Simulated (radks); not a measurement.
The numbers below are computed, except where a source is named.
Question: Radial electron density D(r) = 4 pi r^2 rho(r) of an atom or ion with 2 electrons. Code: a radial shooting solver on a logarithmic mesh with Libxc functionals. Model: non-relativistic Kohn-Sham, PBEsol, spin-polarised, spherical densities, point nucleus.

```
   r/bohr * D(r) (the largest magnitude, 6.01, reaches the edge; | marks zero)
   0.0155 |  *
  0.01804 |   *
    0.021 |    *
  0.02465 |     *
  0.02869 |       *
   0.0334 |          *
  0.03889 |            *
  0.04563 |                *
  0.05312 |                    *
  0.06185 |                         *
    0.072 |                              *
  0.08449 |                                    *
  0.09836 |                                         *
   0.1145 |                                               *
   0.1333 |                                                   *
   0.1564 |                                                      *
   0.1821 |                                                      *
    0.212 |                                                    *
   0.2468 |                                               *
   0.2873 |                                         *
   0.3372 |                                *
   0.3925 |                       *
    0.457 |               *
    0.532 |         *
   0.6243 |    *
   0.7268 | *
   0.8461 |*
    0.985 *
```

What is the nuclear charge?

Answer: Z = 6. The innermost maximum, from 1s, lies near 1/Z = 0.167 bohr (found: 0.174), and its height grows with Z. The density is that of the carbon ion C4+ in [He]; the configuration itself is not fixed sharply by these data. D(r) has 1 maximum, at r = 0.174 bohr.
